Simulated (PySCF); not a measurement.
Start geometry of `C=CBSC` from GFN2-xTB (Å):
```
atom  x, y, z in Å
C1     2.6645    0.0806   -0.5624
C2     1.4141   -0.2126   -0.9188
B3     0.1809    0.0232   -0.0187
S4    -1.4090   -0.4501   -0.6259
C5    -2.5288    0.0093    0.7447
H6     3.5131   -0.0954   -1.2058
H7     2.8857    0.5117    0.4014
H8     1.2659   -0.6463   -1.9030
H9     0.2619    0.4977    1.0486
H10   -2.5429    1.0896    0.8469
H11   -3.5186   -0.3539    0.4891
H12   -2.1855   -0.4544    1.6634
```

Problem. What comes out of this run: PySCF 2.14.0, PBE0-D3(BJ)/def2-SVP geometry optimisation, gas phase?

Solution. 
```
atom  x, y, z in Å
C1     2.6030    0.1529   -0.6546
C2     1.3550   -0.1699   -1.0337
B3     0.1425    0.0727   -0.1067
S4    -1.4784   -0.3894   -0.6673
C5    -2.5789    0.0755    0.6997
H6     3.4742   -0.0119   -1.2983
H7     2.7989    0.5990    0.3267
H8     1.2200   -0.6137   -2.0286
H9     0.2743    0.5668    0.9903
H10   -2.6072    1.1667    0.8182
H11   -3.5863   -0.2839    0.4521
H12   -2.2505   -0.3902    1.6377
```

The energy falls by 1.3 kcal/mol over 5 energy and gradient evaluations, the largest force component goes from 0.0179 to 3.1e-04 Eh/bohr, and the atoms move by 0.036 Å rms after alignment. The bond that changes most is B3–H9 (three-coordinate boron to B–H hydrogen), which lengthens by 0.039 Å. Bonds longer at the end by more than 0.005 Å: 9 of 11; shorter: 1. Among the angles that change most is C1–C2–B3, from 124.0° to 121.4°. Rotational constants go from 15960, 1684, 1538 to 15864, 1673, 1528 MHz. The orientation of the end geometry is arbitrary; only internal coordinates are fixed.

The run used 109 basis functions and 31 SCF cycles in all. Time: 44 s of wall time. Hardware: one thread of an x86-64 server (shared host).

No frequency check. The numbers are those of one conformer.
